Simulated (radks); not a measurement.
Ionisation ladder of osmium, from Os44+ to Os65+. Each ion is in the ground configuration listed by NIST, and IE = E(next ion) - E(this ion). Method: non-relativistic Kohn-Sham, TPSS, spin-polarised, spherical densities, point nucleus; open shells are filled with parallel spins first (spin-orbit coupling, left out, can overturn this in heavy ions); meta-GGA in the generalised Kohn-Sham scheme; relativity is left out, which matters for an element this heavy; computed with a radial shooting solver on a logarithmic mesh with Libxc functionals.

| species | configuration | E (hartree) | IE, Delta-SCF (eV) | -e(HOMO) (eV) | HOMO | IE, NIST (eV) | kind | error (eV) |
|---|---|---|---|---|---|---|---|---|
| Os44+ | [Ar] 3d10 4s2 4p2 | -14992.7417 | 2205.3 | 2178.3 | 4p up | 2336 | theory | -130.7 |
| Os45+ | [Ar] 3d10 4s2 4p1 | -14911.6982 | 2258.5 | 2232.2 | 4p up | 2400 | theory | -141.5 |
| Os46+ | [Ar] 3d10 4s2 | -14828.7003 | 2397.4 | 2372.3 | 4s | 2552 | theory | -154.6 |
| Os47+ | [Ar] 3d10 4s1 | -14740.5973 | 2456.8 | 2431.5 | 4s up | 2616 | semi-emp. | -158.7 |
| Os48+ | [Ar] 3d10 | -14650.3102 | 4393.9 | 4329.6 | 3d | 4374 | theory | +19.9 |
| Os49+ | [Ar] 3d9 | -14488.8385 | 4523.0 | 4458.3 | 3d down | 4501 | theory | +22.0 |
| Os50+ | [Ar] 3d8 | -14322.6209 | 4653.1 | 4587.9 | 3d down | 4635 | theory | +18.1 |
| Os51+ | [Ar] 3d7 | -14151.6237 | 4783.9 | 4718.4 | 3d down | 4779 | theory | +4.9 |
| Os52+ | [Ar] 3d6 | -13975.8180 | 4915.3 | 4849.6 | 3d down | 4917 | theory | -1.7 |
| Os53+ | [Ar] 3d5 | -13795.1836 | 5087.9 | 5019.9 | 3d up | 5052 | theory | +35.9 |
| Os54+ | [Ar] 3d4 | -13608.2049 | 5224.7 | 5156.2 | 3d up | 5280 | theory | -55.3 |
| Os55+ | [Ar] 3d3 | -13416.1989 | 5362.4 | 5293.4 | 3d up | 5421 | theory | -58.6 |
| Os56+ | [Ar] 3d2 | -13219.1341 | 5500.8 | 5431.5 | 3d up | 5575 | theory | -74.2 |
| Os57+ | [Ar] 3d1 | -13016.9836 | 5639.7 | 5570.2 | 3d up | 5717 | theory | -77.3 |
| Os58+ | [Ar] | -12809.7294 | 6023.1 | 5963.7 | 3p | 6115 | theory | -91.9 |
| Os59+ | [Ne] 3s2 3p5 | -12588.3862 | 6140.9 | 6082.2 | 3p down | 6240 | theory | -99.1 |
| Os60+ | [Ne] 3s2 3p4 | -12362.7133 | 6256.3 | 6199.2 | 3p down | 6376 | theory | -119.7 |
| Os61+ | [Ne] 3s2 3p3 | -12132.7980 | 6413.1 | 6352.5 | 3p up | 6503 | theory | -89.9 |
| Os62+ | [Ne] 3s2 3p2 | -11897.1216 | 6533.4 | 6473.5 | 3p up | 7039 | theory | -505.6 |
| Os63+ | [Ne] 3s2 3p1 | -11657.0237 | 6651.3 | 6592.9 | 3p up | 7185 | theory | -533.7 |
| Os64+ | [Ne] 3s2 | -11412.5945 | 6896.1 | 6846.9 | 3s | 7468 | theory | -571.9 |
| Os65+ | [Ne] 3s1 | -11159.1664 | 7021.6 | 6972.2 | 3s up | 7610 | theory | -588.4 |

Reference values: NIST Atomic Spectra Database (exp. = measured, semi-emp. = semi-empirical, theory = theoretical value adopted there). Errors are taken from the NIST values before rounding. The ionisation energy per charge of the ion left behind rises most, in proportion, at Os48+ ([Ar] 3d10), from 51.184 to 89.671 eV. Relativity is left out here, which matters for elements this heavy. Open shells are spherical and high-spin; term and fine-structure splittings are not resolved.
